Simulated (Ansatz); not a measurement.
Molecule: C$_{2}$H$_{10}$GeN$_{2}$, net charge 0, singlet state. 
Structure (B3LYP-D3(BJ)/def2-TZVP (Ansatz, a program for electronic structure) minimum search):
```xyz
15

C      1.7159    -0.6154    -0.7021
Ge    -0.0003     0.0009     0.0019
C     -1.4772    -0.2233    -1.2752
N     -0.4533    -1.0149     1.4808
N      0.2889     1.7603     0.5389
H      1.6406    -1.6593    -1.0047
H      2.0179    -0.0208    -1.5652
H      2.4839    -0.5276     0.0662
H     -2.4061     0.1664    -0.8566
H     -1.6169    -1.2786    -1.5117
H     -1.2639     0.3170    -2.1978
H      0.0658    -0.7856     2.3185
H     -1.4396    -1.0203     1.7031
H      0.7832     2.3355    -0.1312
H     -0.5363     2.2599     0.8442
```

Basis-set convergence of Hartree-Fock and MP2 correlation energies (hartree) with Ansatz. Valence correlation only, unless marked. Spin-orbit coupling is left out. The frozen core is the preceding noble-gas configuration, with the filled d and f shells of earlier blocks. Non-relativistic.

```csv
basis,functions,E(HF),"E(corr, MP2)"
aug-cc-pVDZ,218,-2265.86429,-0.78067
aug-cc-pVTZ,473,?,?
```

What belongs in the gaps?


- aug-cc-pVTZ, E(HF): -2265.99024
- aug-cc-pVTZ, E(corr, MP2): -0.93407
